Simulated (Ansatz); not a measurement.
This geometry of FH + GaH3 (6 atoms, charge 0, multiplicity 1) is a first-order saddle point.

These are results of RKS PBE/def2-SVP in Ansatz, not measurements.

```xyz
6
Properties=species:S:1:pos:R:3
Ga 0.010 -0.150 -0.074
H 0.017 -0.002 1.704
H 1.438 0.159 -0.634
H -1.437 0.096 -0.616
F 0.059 -1.975 0.815
H 0.042 -1.041 1.557
```

Q: Which two structures does it join? (They come from a converged band through this point; their orientation in space is the band's.)

A: Bonds broken: Ga1–H2, F5–H6. Bonds formed: H2–H6. FH + GaH3 becomes FGaH2 + H2.

First end point:

```xyz
6
Properties=species:S:1:pos:R:3
Ga 0.005 0.063 0.010
H 0.011 0.246 1.625
H 1.394 0.166 -0.720
H -1.398 0.098 -0.701
F 0.065 -2.050 0.900
H 0.052 -1.434 1.639
```

Last end point:

```xyz
6
Properties=species:S:1:pos:R:3
Ga 0.016 -0.491 -0.367
H 0.016 0.175 2.111
H 1.436 0.141 -0.591
H -1.437 0.069 -0.572
F 0.062 -2.210 0.103
H 0.035 -0.596 2.068
```

Q: How far does it lie above each of them?

A: 16.6 kJ/mol above the first and 71.4 kJ/mol above the second. This is the barrier of this one path; another mechanism may lie lower. The orbitals stay closed-shell, which can raise the energy where a bond breaks towards radicals; this wasn't checked here.

Run time: 91 s on 1 thread of Arm Neoverse V1, on a shared host, peak memory 0.12 GiB.
